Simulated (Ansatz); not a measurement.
[ReS4]- (ReS₄⁻), relaxed as a singlet with RKS PBE0-D4/def2-SVPD in Ansatz, starting from the GFN2-xTB geometry. Force threshold 0.02 eV/Å.

In the def2 sets Re takes a core potential; there is no spin–orbit coupling.

Start:

```xyz
5

Re   -0.001    0.000   -0.001
S    -0.936   -0.817   -1.780
S     1.375    1.581   -0.567
S     1.083   -1.574    1.028
S    -1.521    0.810    1.320
```

```json
{"step": "1", "energy (eV)": "-45451.2094", "largest force component (eV/Å)": "0.623", "SCF passes": "18"}
{"step": "2", "energy (eV)": "-45451.2262", "largest force component (eV/Å)": "0.395", "SCF passes": "22"}
{"step": "3", "energy (eV)": "-45451.2361", "largest force component (eV/Å)": "0.009", "SCF passes": "20"}
```

Force components are those of the run's own axes.

End:

Cartesian coordinates in Å:
```
Re 0.000 0.000 0.000
S -0.929 -0.807 -1.762
S 1.363 1.564 -0.562
S 1.074 -1.558 1.019
S -1.508 0.801 1.305
```

By distances, no bond broke or formed. The bond that changes most is Re1–S3, from 2.17 to 2.15 Å (atoms count from 1).

No frequencies were taken in this run, so the end may be a saddle point.

It took 8 s on 4 threads of Arm Neoverse V1 on a shared host.
